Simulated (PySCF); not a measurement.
## A ladder for the ionisation energy of Ga+

Ga+ [Ar] 3d10 4s2 (1S) → Ga(2+) [Ar] 3d10 4s1 (2S). Scalar values calculated with PySCF 2.14 in aug-cc-pwCVTZ-PP with ECP10MDF (ECP; valence: 3s2 3p6 3d10 frozen; valence and next inner shell: nothing frozen). The spin-orbit shift comes from two-component X2C-1e calculations (generalised Hartree-Fock, GHF, and MP2 on its spinors, GMP2) in x2c-QZVPPall-2c: GMP2 gives 20.374 eV without and 20.374 eV with screened spin-orbit coupling, a shift of 0.000 eV (GHF: 0.000 eV). Sums use unrounded values; where a UHF row is shifted, it takes the GHF shift.

| method | scalar (eV) | plus spin-orbit shift (eV) | error (eV) |
| --- | --- | --- | --- |
| UHF | 18.744 | 18.745 | -1.770 |
| LDA | 21.139 | 21.140 | 0.625 |
| PBE | 20.722 | 20.723 | 0.208 |
| PBE0 | 20.392 | 20.392 | -0.123 |
| r2SCAN | 20.527 | 20.528 | 0.013 |
| r2SCANh | 20.438 | 20.438 | -0.077 |
| M06-L | 20.574 | 20.575 | 0.060 |
| B97-3 | 20.574 | 20.575 | 0.060 |
| wB97X | 20.695 | 20.695 | 0.180 |
| MP2 (valence) | 19.489 | 19.489 | -1.026 |
| SCS-MP2 (valence) | 19.638 | 19.638 | -0.877 |
| MP2 (valence and next inner shell) | 20.397 | 20.398 | -0.117 |
| SCS-MP2 (valence and next inner shell) | 20.381 | 20.382 | -0.133 |
| CCSD (valence) | 19.770 | 19.770 | -0.745 |
| CCSD(T) (valence) | 19.770 | 19.770 | -0.745 |
| CCSDT (valence) | 19.770 | 19.770 | -0.745 |
| FCI (valence) | 19.770 | 19.770 | -0.745 |
| CCSD (valence and next inner shell) | 20.336 | 20.337 | -0.178 |
| CCSD(T) (valence and next inner shell) | 20.466 | 20.466 | -0.049 |

Reference: 20.515 eV (measured; NIST Atomic Spectra Database, ionization energies).

The errors of the correlated levels include the incompleteness of the basis and the frozen core, so a lower level can come closer by cancellation.
